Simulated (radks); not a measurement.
Species: W29+. Configuration: [Kr] 4d9 (the NIST ground configuration).

Method: Dirac Kohn-Sham, BLYP, spin-unpolarised, spherical densities, finite nucleus; open shells fill j = l - 1/2 first; Fermi nuclear charge, rms radius 5.3658 fm; computed with a radial shooting solver on a logarithmic mesh with Libxc functionals.

Energy parts (Ry):
part                       energy
total                 -31514.5259
kinetic                35600.7955
electron-nucleus      -75147.0795
Hartree                 8601.4669
exchange-correlation    -569.7088

Orbitals (lengths in bohr, moments of r in powers of bohr):
orbital,occ.,eigenvalue (Ry),<1/r>,small-component weight
1s1/2,2,-5174.823,87.04,7.79e-02
2s1/2,2,-955.7239,21.17,1.76e-02
2p1/2,2,-917.3376,21.15,1.77e-02
2p3/2,4,-817.9744,17.76,1.60e-02
3s1/2,2,-278.8112,7.807,5.85e-03
3p1/2,2,-261.8009,7.721,5.79e-03
3p3/2,4,-240.1161,6.852,5.31e-03
3d3/2,4,-211.5119,6.734,5.18e-03
3d5/2,6,-206.8050,6.529,5.04e-03
4s1/2,2,-111.1603,3.530,2.24e-03
4p1/2,2,-103.9510,3.447,2.17e-03
4p3/2,4,-97.87208,3.159,2.01e-03
4d3/2,4,-86.03036,3.019,1.88e-03
4d5/2,5,-84.77751,2.953,1.84e-03

The highest occupied level is 4d5/2 at -1153.5 eV. The density falls to 0.001 e/bohr^3 at r = 1.22 bohr. Summed over all electrons, <r^2> = 4.545 bohr^2, which gives a Langevin (diamagnetic) susceptibility term of -3.6 x 10^-6 cm^3/mol. The electron density at the nucleus is 1.425e+06 e/bohr^3.
